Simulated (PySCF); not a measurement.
# How methods differ on the ionisation energy of Tc²⁺

Tc²⁺ [Kr] 4d5 (6S) → Tc³⁺ [Kr] 4d4 (5D), as a difference of total energies. Computed with PySCF 2.14 in x2c-QZVPPall (13s8p7d4f2g, 118 functions), with scalar relativity by spin-free X2C-1e. Correlated levels: valence: [Kr] frozen; valence and next inner shell: [Ar] 3d10 frozen. The calculations carry no spin-orbit coupling.

| method | ionisation energy (eV) | plus first-order spin-orbit estimate | difference from reference of that sum (eV) |
| --- | --- | --- | --- |
| UHF | 28.775 | 28.577 | -0.973 |
| LDA | 30.185 | 29.987 | +0.437 |
| PBE | 29.977 | 29.779 | +0.229 |
| PBE0 | 29.917 | 29.719 | +0.169 |
| r2SCAN | 29.963 | 29.765 | +0.215 |
| MP2 (valence) | 29.439 | 29.241 | -0.309 |
| SCS-MP2 (valence) | 28.997 | 28.799 | -0.751 |
| MP2 (valence and next inner shell) | 29.822 | 29.624 | +0.074 |
| SCS-MP2 (valence and next inner shell) | 29.443 | 29.245 | -0.305 |

Reference: 29.55 eV (semi-empirical (NIST evaluation); NIST Atomic Spectra Database, ionization energies).

A first-order spin-orbit estimate (lowest level to lowest level, LS coupling) adds -0.198 eV.

Errors of the correlated levels include the incompleteness of this basis and the frozen core.
